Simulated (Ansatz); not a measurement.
Program: Ansatz. Geometries: PBE0-D4/def2-TZVP. ΔE: electronic, gas phase. CCSD(T)/CBS is the MP2 limit (def2-TZVPP, def2-QZVPP) plus CCSD(T) − MP2 in def2-TZVPP, frozen cores. This one scheme is used for every species. DFT in def2-TZVPP. B3LYP here is the variant with VWN-RPA as its local correlation; programs differ in this. HSE06 is defined as in plane-wave codes. def2 core potentials past Kr. For Br, Zr outer-core shells are correlated without core-valence functions, which leaves a few kJ/mol of doubt a bond. Scalar relativity is left out up to krypton. One conformer a species, not always the lowest.

Consider the formal exchange of groups at a Zr–Br bond: `[OH][Zr]([OH])([Cl])[Br]` + `C#C` → `C#[C][Zr]([OH])([OH])[Cl]` + HBr.

(1) Is it downhill or uphill in electronic energy at CCSD(T)/CBS, and by how much? (Best estimate.)

(2) What do these levels give: LDA (SPW92), B3LYP-D4, PBE, HSE06, MP2/def2-SVP, CCSD/def2-TZVPP? (An estimate is asked.)

Largest T1 diagnostic among the species: 0.017.

Answers

(1) The calculation gave: Uphill: ΔE = +137.5 kJ/mol.

(2) The calculation gave: LDA (SPW92) 135.7, B3LYP-D4 134.7, PBE 131.1, HSE06 136.7, MP2/def2-SVP 135.5, CCSD/def2-TZVPP 132.2 kJ/mol.

From BLYP to BHLYP (50 % exact exchange), in def2-TZVPP and without D4, ΔE moves by +11.4 kJ/mol. In def2-TZVPP, CCSD(T) changes the Hartree–Fock value by −13.4 kJ/mol (the triples alone add −1.5 kJ/mol) and MP2 by −8.4 kJ/mol.
